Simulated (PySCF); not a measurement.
arsenic atom (As), quartet. Base run: PBE/6-31G* run with PySCF.

The PySCF input:
```python
from pyscf import gto, scf, dft

mol = gto.M(
    atom='''
As    0.00000000    0.00000000    0.00000000
''',
    basis='6-31g*',
    spin=3,
    verbose=4,
)

mf = dft.UKS(mol)
mf.xc = 'pbe'
mf.kernel()
```

Each row names what was changed in the base input (with any setting that the change needs).

```csv
change,ΔE vs base (mEh),SCF cycles,<S^2>,outcome
base,0.000,7,3.750,converged
solver = newton; init_guess = 1e,-,-,-,not converged
solver = newton,0.000,-,3.750,converged
init_guess = 1e,0.000,9,3.750,converged
damp = 0.5; diis_start_cycle = 5,0.000,8,3.750,converged
diis_space = 12,0.000,7,3.750,converged
conv_tol = 1e-6,0.000,5,3.750,converged
conv_tol = 1e-7,0.000,6,3.750,converged
level_shift = 1.0 (with mf.max_cycle = 100),0.000,19,3.750,converged
diis_space = 20,0.000,7,3.750,converged
diis = off; damp = 0.3 (with mf.diis_start_cycle = 200; with mf.max_cycle = 150),0.000,12,3.750,converged
DIIS = ADIIS,0.000,8,3.750,converged
conv_tol = 1e-11,0.000,7,3.750,converged
```

Open shells are given as the SCF converged; they aren't shown to be the lowest states, and a large step between rows can be another state.
